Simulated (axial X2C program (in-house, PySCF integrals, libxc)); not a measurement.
# Low determinants of NiH⁻ at the PBE0 level, 2c

All values were computed with an axial X2C code built on PySCF integrals. Two-component (2c) means X2C with spin–orbit coupling and atomic mean-field two-electron Coulomb and Gaunt terms. Basis: Ni dyall-acv3z [10s10p7d4f2g], H dyall-av3z [7s3p2d] (cores contracted in-house); Gaussian nuclei, density fitting, unrestricted open shells. Masses: Ni 57.935 u, H 1.008 u.

Search at 1.526 Å (vertical energies from the lowest determinant):

```tsv
ΔE (eV)	state	electrons beyond evenly filled partner blocks	electrons in ±ω = 1/2, 3/2, 5/2, 7/2
0.00	Ω = 3	ω = 1/2, ω = 5/2	21 8 1 0
0.07	Ω = 2	ω = 1/2, ω = 3/2	21 7 2 0
0.09	Ω = 2	ω = -1/2, ω = 5/2	21 8 1 0
0.14	Ω = 1	ω = -1/2, ω = 3/2	21 7 2 0
0.16	Ω = 1	2 × ω = 1/2	20 8 2 0
0.53	Ω = 0	none	20 8 2 0
0.70	Ω = 1	ω = -3/2, ω = 5/2	20 9 1 0
```

Lowest determinant, Ω = 3 (⟨Sz⟩ = 1.00, ⟨Lz⟩ = 2.00 at PBE0): Re = 1.523 Å, ωe = 1662.7 cm⁻¹.

The determinant in row 2 of the search, Ω = 2 (⟨Sz⟩ = 0.98, ⟨Lz⟩ = 1.02 at PBE0), was followed along the bond at PBE0; measured from the minimum of the lowest determinant it gives:

Te = 0.055 eV (444 cm⁻¹), Re = 1.572 Å, ωe = 1584.1 cm⁻¹.

Problem. Compare the bond of the determinant in row 2 with that of the lowest one.

Solution. At PBE0 its Re is 0.049 Å longer and its force constant, which goes as ωe², is 0.91 times that of the lowest determinant. T0 ≈ Te + Δωe/2 = 444 + (-39) = 405 cm⁻¹.

The search compares states at one distance, so a state with another bond length can lie lower; it is not exhaustive and yields mostly the lowest determinant of each block pattern, so other components and higher states of one pattern are missing. These are energies of single determinants, not of spin-adapted states; PBE0 term energies can be off by some tenths of an eV, and the functional has no current term. Open-shell Ω = 0 determinants with evenly filled partner blocks cannot be reached by this program, so the Ω shown need not be the lowest component. The lowest determinant need not be the ground state where others lie within half an eV. For an anion, determinants above electron detachment are held by the basis set. The highest occupied level of some functionals is positive through self-interaction error; at Hartree–Fock it is bound. Row 1 has a positive highest level at its minimum. Row 2 has a positive highest level at its minimum.
